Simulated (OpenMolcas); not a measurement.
## Nb3+: moving the ligands

Nb3+ with 6 ligands (water) in octahedral coordination (Th) at 2.08 Å. Ligand basis ANO-RCC-VDZP.

* Program: OpenMolcas
* Method: SS-CASPT2, IPEA 0.25 Eh, imaginary shift 0.1 Eh (closed shells correlated: 4s 4p and the ligand valence shells)
* Basis: ANO-RCC-VTZP [7s6p4d2f1g]
* Scalar Hamiltonian: DKH2, point nucleus
* Active space: 2 electrons in 5 orbitals (4d)
* State averaging: 2S+1 = 3 even, 10 roots; 2S+1 = 1 even, 15 roots
* Spin-orbit coupling: state interaction with AMFI integrals over the reference wave functions

Runs around this geometry, states (labels of O, taken over from Oh, the nearest higher group). Energies in cm-1 above the lowest state or level, χT in cm3 K/mol; under a threefold ground state the first gap can be a small split of the lowest multiplet, not the spin-orbit step; 10Dq and B are least-squares fits to the states below 45000 cm-1, weighted by degeneracy, with a free offset, and given where the rms deviation is under 5 % of |10Dq| (or 100 cm-1) and under 700 cm-1.

```csv
R (Å),Ground state,First state of that spin,10Dq,B (rms of fit),First gap with spin-orbit (degeneracies),χT at 300 K,First state of another spin
1.98,3T1,3T2 36060,36685,480 (303),"13 (2, 3)",0.512,1T2 6390
2.08,3T1,3T2 28700,29765,507 (136),"18 (2, 3)",0.483,1T2 6780
2.17,3T1,3T2 23240,24301,529 (179),"24 (2, 3)",0.459,1T2 7100
```

Taking |10Dq| as R^-n, n = -ln(24301 / 36685) / ln(2.17 / 1.98) = 4.5 between the shortest and longest distance. The point-charge formula for a cubic d site gives n = 5.

Roots that are degenerate in the reference are averaged as groups; the widest CASPT2 spread within a group is 850 cm-1 (the 3-fold group of multiplicity 1 near 42700 cm-1 above the lowest state of its run, R = 1.98). Shifts and gaps below about the spread of the groups concerned are not significant. Over all roots computed the reference weight is 0.69 to 0.70 in R = 1.98, 0.70 in R = 2.08, 0.70 to 0.71 in R = 2.17; a low but even weight reflects the number of correlated electrons. An orbital triplet at a regular site is open to Jahn-Teller coupling, which can distort the site and quench the lowest spin-orbit gaps and is left out. Ligand-to-metal charge-transfer states are missing. With no ligand orbital active B as a rule stays too high, so bands that hang on it stand too high and its fall with covalency is understated. With one d shell and no ligand orbital active, 10Dq can be off by a tenth or more. The least metal-like active orbital is 75 % on the metal (Löwdin) and no ligand orbital is active, so the numbers are rough (holds for R = 1.98). The least metal-like active orbital is 79 % on the metal (Löwdin) and no ligand orbital is active, so the numbers are rough (holds for R = 2.08). The least metal-like active orbital is 82 % on the metal (Löwdin) and no ligand orbital is active, so the numbers are rough (holds for R = 2.17). No measured value stands beside these numbers; the geometry is a model, was not optimised and need not be the one that this ion takes.
